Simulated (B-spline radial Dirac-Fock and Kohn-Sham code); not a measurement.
**K-line shifts caused by a second vacancy in Sm³⁺**

System: the Sm³⁺ ion, configuration [Xe] 4f5, inside a Watson sphere of charge -3 and radius 1.6 Å (a model of the Madelung potential; inside it an electron's potential energy is raised by 27.0 eV).

Input file task.json (cfg lists n, l and occupation; rrms is the nuclear radius in fm):

```json
{"items": [{
  "Z": 62,
  "q": 3,
  "cfg": [[1, 0, 2], [2, 0, 2], [2, 1, 6], [3, 0, 2], [3, 1, 6], [3, 2, 10], [4, 0, 2], [4, 1, 6], [4, 2, 10], [4, 3, 5], [5, 0, 2], [5, 1, 6]],
  "A": 152,
  "rrms": 5.0819,
  "watson": [-3, 1.6],
  "do": ["binding", "quiet", "double"]
}]}
```

Run with: `python xray_run.py task.json out`

These are calculated numbers from a B-spline atomic structure program; the model is Dirac-Fock energy differences between relaxed states, corrected for Breit and QED terms. Each two-hole energy is an average over J within one jj subconfiguration, not an observable level; in light atoms, where LS coupling holds, the j-resolved values are not observed lines, and for a K spectator the Kα1 hypersatellite is nearly forbidden. Correlation and solid-state effects are left out.

Lines without a spectator: Kα2 (K-L2) 39519.9 eV, Kα1 (K-L3) 40115.6 eV, Kβ3 (K-M2) 45286.2 eV, Kβ1 (K-M3) 45409.0 eV. Shifts in eV with one spectator hole (a dash: not computed, or left out as unreliable):

| spectator hole | Kα2 | Kα1 | Kβ3 | Kβ1 |
| --- | --- | --- | --- | --- |
| K (1s) | +762.0 | +800.9 | +980.1 | +988.9 |
| L2 (2p1/2) | +90.6 | +117.7 | – | +237.4 |
| L3 (2p3/2) | +78.8 | +82.2 | +195.6 | – |
| M2 (3p1/2) | – | +16.40 | +34.5 | +41.2 |
| M3 (3p3/2) | +10.51 | – | +32.4 | +32.2 |
| M4 (3d3/2) | +3.02 | -0.27 | – | – |
| M5 (3d5/2) | -1.33 | +1.59 | – | – |
